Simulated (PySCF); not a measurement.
H₈O₂Si₃.
Geometry (GFN2-xTB, Å), atoms numbered from 1 in this order:
```xyz
13
H8O2Si3 angstrom
Si    -2.116    0.264    0.247
O     -1.265   -0.376   -0.975
Si     0.137   -0.707   -1.707
O      1.385   -0.251   -0.786
Si     1.996    0.346    0.590
H     -1.587   -0.239    1.516
H     -1.999    1.721    0.178
H     -3.475   -0.202   -0.017
H      0.197    0.098   -2.916
H      0.204   -2.153   -1.842
H      3.412    0.518    0.276
H      1.331    1.613    0.900
H      1.775   -0.631    1.658
```

The calculation used TDDFT wB97X-D/def2-SVPD, vertical, gas phase, core orbitals frozen in the response (PySCF 2.14.0, density-fitted response routines).

Orbital energies (eV): HOMO-3 -11.44, HOMO-2 -10.95, HOMO-1 -10.73, HOMO -10.28, LUMO 1.53, LUMO+1 2.07, LUMO+2 2.10.

Computed singlets:

| state | E (eV) | f |
| --- | --- | --- |
| S1 | 7.44 | 0.010 |
| S2 | 7.65 | 0.0000 |
| S3 | 7.75 | 0.013 |
| S4 | 8.03 | 0.0023 |
| S5 | 8.28 | 0.0003 |
| S6 | 8.29 | 0.078 |
| S7 | 8.68 | 0.039 |
| S8 | 8.81 | 0.0005 |

Question: Assign a leading configuration to S1 and S3 and set E beside the orbital difference Δε.

Answer: 

```tsv
state	leading configuration	weight	Δε (eV)	E (eV)	E − Δε (eV)	f	other configurations
S1	HOMO→LUMO	0.81	11.81	7.44	-4.37	0.010	H-2→L+2 (9%)
S3	HOMO-1→LUMO	0.79	12.26	7.75	-4.52	0.013	H-3→L+2 (14%)
```

E − Δε runs from -4.52 to -4.37 eV. Among themselves, these states come in the order of their orbital differences.

H and L stand for HOMO and LUMO. The other states: S2 7.65 eV, f 0.0000, H-2→L (52%), H→L+2 (36%); S4 8.03 eV, f 0.0023, H-1→L+2 (46%), H-3→L (44%); S5 8.28 eV, f 0.0003, H→L+2 (33%), H-2→L (26%), H→L+7 (19%); S6 8.29 eV, f 0.078, H→L+4 (32%), H→L+1 (24%), H-2→L+2 (16%); S7 8.68 eV, f 0.039, H→L+4 (31%), H→L+1 (22%), H→L+5 (20%); S8 8.81 eV, f 0.0005, H-2→L+1 (45%), H→L+3 (23%).

Triplets, Tamm–Dancoff:

```json
{"state": "T1", "E (eV)": "7.20", "λ (nm)": "172.1", "main configurations (H = HOMO, L = LUMO)": "H→L (72%), H-2→L+2 (14%)"}
{"state": "T2", "E (eV)": "7.35", "λ (nm)": "168.7", "main configurations (H = HOMO, L = LUMO)": "H-2→L (49%), H→L+2 (35%)"}
{"state": "T3", "E (eV)": "7.41", "λ (nm)": "167.4", "main configurations (H = HOMO, L = LUMO)": "H-1→L (72%), H-3→L+2 (15%)"}
```

Summed over the main configurations (up to three a state, each over 8%) of all 8 singlets, the electron leaves HOMO with weight 3.19, HOMO-2 with weight 1.48, HOMO-1 with weight 1.25 and HOMO-3 with weight 0.57.

Hardware: an x86-64 server with one thread, shared host. Cost: 32 s wall.

One conformer stands for the species.
